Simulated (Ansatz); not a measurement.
Species: CIr (charge 0, doublet). The spin state was set by rule; other spins were not relaxed. SMILES: [C][Ir]
Geometry from a B3LYP-D3(BJ)/def2-TZVP (Ansatz, a first-principles code) optimisation:
```
Ir
C 1 1.6406
```
Charge 0, spin multiplicity 2.

Task: Give the harmonic wavenumbers at B3LYP-D3(BJ)/def2-TZVP (Ansatz, finite differences of forces, unscaled).

Result: 1153 cm⁻¹. Zero-point energy 1.6 kcal/mol.

Task: From these and the geometry, give the ideal-gas thermochemistry at 298.15 K and 1 atm (rigid rotor, harmonic oscillator).

Result: Point group C∞v, rotational symmetry number 1. Rotational constants 16.61, 16.61 GHz. S(trans) 41.85, S(rot) 13.76, S(vib) 0.05, S(elec, spin only) 1.38, S 57.0 cal/(mol K). H(298) - H(0) 2.09 kcal/mol; G - E(el) -13.3 kcal/mol.
